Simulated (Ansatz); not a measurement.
`[NH2][Zr]([F])([Cl])[Cl]` and `[NH2][Zr]([NH2])([Cl])[Cl]` differ in one atom or group.

Ansatz, PBE0-D4/def2-TZVP geometries, multiplicity 1. Each molecule was computed in one conformer, which needn't be the lowest.

Elements past krypton have def2 core potentials.

| property | `[NH2][Zr]([F])([Cl])[Cl]` |
| --- | --- |
| size of the dipole moment (ωB97M-V/def2-TZVPP) / D | 2.86 |
| LUMO energy (B3LYP/def2-TZVPP) / eV | -2.03 |
| LUMO energy (ωB97M-V/def2-TZVPP) / eV | 0.35 |
| LUMO energy (PBE/def2-TZVPP) / eV | -2.66 |
| LUMO energy (PBE0/def2-TZVPP) / eV | -1.81 |
| HOMO energy (B3LYP/def2-TZVPP) / eV | -8.10 |

Problem. What does the change do to each property? (Best estimate.)

Solution. Computed: 
```tsv
property	`[NH2][Zr]([NH2])([Cl])[Cl]`	shift
size of the dipole moment (ωB97M-V/def2-TZVPP) / D	3.33	0.47
LUMO energy (B3LYP/def2-TZVPP) / eV	-1.57	0.46
LUMO energy (ωB97M-V/def2-TZVPP) / eV	0.65	0.30
LUMO energy (PBE/def2-TZVPP) / eV	-2.20	0.46
LUMO energy (PBE0/def2-TZVPP) / eV	-1.34	0.47
HOMO energy (B3LYP/def2-TZVPP) / eV	-7.56	0.54
```

With PBE0 the HOMO rises by 0.54 eV and the LUMO rises by 0.47 eV, so the gap narrows by about 0.07 eV. PBE moves the HOMO by 0.52 eV and ωB97M-V by 0.51 eV. The zero-point energy changes by 59.4 kJ/mol with +6 modes. Dipoles are sizes alone; their direction can turn.

B3LYP here is the variant with VWN-RPA as its local correlation; programs differ in this.
